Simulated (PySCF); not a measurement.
Delta-SCF ions had no search for a lower state. Excitations are Tamm–Dancoff values on a coarser integration grid. The basis has no diffuse functions, so Rydberg states are missing or too high.

Cartesian coordinates (Å):
SMILES: N(=C/C=B)/[H]
```xyz
8

B      1.7273    -0.0947     0.3049
C      0.4113     0.3052     0.2114
C     -0.7157    -0.4482    -0.3321
N     -1.9233    -0.0753    -0.4162
H      2.8498    -0.4102     0.3954
H      0.1868     1.3034     0.5884
H     -0.4894    -1.4463    -0.7084
H     -2.0468     0.8662    -0.0433
```
Charge 0, spin multiplicity 1.

**Question.** Estimate the HOMO, total energy, vertical ionisation energy (Delta-SCF), S1 excitation (TDA) and LUMO that TPSSh-D3(BJ)/def2-TZVP // CAM-B3LYP-D3(BJ)/def2-TZVP (PySCF) returns for this input.

**Answer.** 
```json
{
 "HOMO": "-6.34 eV",
 "total_energy": "-158.2060 Ha",
 "vertical ionisation energy (Delta-SCF)": "9.00 eV",
 "S1 excitation (TDA)": "3.05 eV",
 "LUMO": "-2.51 eV"
}
```
